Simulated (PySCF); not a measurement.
```xyz
3
charge 0 multiplicity 2, angstrom
In    0.0000    0.0000   -0.2794
F     0.0000    0.0000   -2.2730
Cl    0.0000    0.0000    2.1529
```

These are results of PySCF, UPBE0, basis In def2-TZVP with ECP28, F def2-TZVP, Cl def2-TZVP (scalar-relativistic core potentials, no spin–orbit coupling, density fitting), not measurements.

This geometry of InFCl is a stationary point at this level.

(1) What is the point group?

(2) Is it a minimum?

(3) Which band is strongest in the infrared?

(4) Give the atomic charges and bond orders.

Answers

(1) C∞v.

(2) No: it has 2 imaginary modes (one degenerate set), at 109i cm⁻¹ (π).

(3) 508 cm⁻¹ (σ+), 95 km/mol.

(4) 
```tsv
atom	Mulliken	Löwdin	polar tensor	spin (Mulliken)	Mayer order to In1
In1	0.78	0.27	0.89	0.55	–
F2	-0.44	-0.28	-0.50	0.16	0.83
Cl3	-0.34	0.01	-0.39	0.29	0.94
```

Only a few start shapes were tried, so a lower isomer may exist. At this level a doublet minimum of Cs symmetry lies 38 kJ/mol below this structure. No spin–orbit coupling is included, which matters more the heavier the element.
